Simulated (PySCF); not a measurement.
PySCF 2.14 output of an unrestricted BHandHLYP calculation on a single atom or ion in aug-cc-pVTZ-PP with one added diffuse shell each of d, f type with ECP60MDF (6s5p5d3f, 67 functions), with a scalar-relativistic core potential:

```
SCF conv_tol = 1e-09
number electrons alpha = 11  beta = 9
    A. D. Becke.,  J. Chem. Phys. 98, 1372 (1993)
    Defined through Gaussian implementation.
cycle= 1 E= -171.621334595184  delta_E= -0.00445  |g|= 0.0252  |ddm|= 0.373
cycle= 2 E= -171.626434469568  delta_E= -0.0051  |g|= 0.0483  |ddm|= 0.382
cycle= 3 E= -171.620069159132  delta_E= 0.00637  |g|= 0.00479  |ddm|= 0.279
cycle= 4 E= -171.620059459301  delta_E= 9.7e-06  |g|= 0.00072  |ddm|= 0.0216
cycle= 5 E= -171.620059510578  delta_E= -5.13e-08  |g|= 0.000269  |ddm|= 0.00398
cycle= 6 E= -171.620059531209  delta_E= -2.06e-08  |g|= 1.92e-05  |ddm|= 0.00103
cycle= 7 E= -171.62005953059  delta_E= 6.19e-10  |g|= 4.93e-06  |ddm|= 0.000119
converged SCF energy = -171.62005953059  <S^2> = 2.0021656  2S+1 = 3.0014434
```

The run itself started from symmetry-adapted Hartree-Fock orbitals and held the occupation by maximum overlap, on a logarithmic radial grid, so the iterations belong to that start.

Q: Which element, charge and spin multiplicity is this?

A: Tl⁺ (thallium, charge +1), multiplicity 3; the state was [Xe] 4f14 5d9 6s2 6p1, one real determinant (an excited configuration).

⟨L²⟩ = 8.00 against 12 for a pure F term, so this real determinant mixes terms. Energies and moments cover only the electrons outside the core potential. Spin-orbit coupling, absent here, splits the open shell strongly.
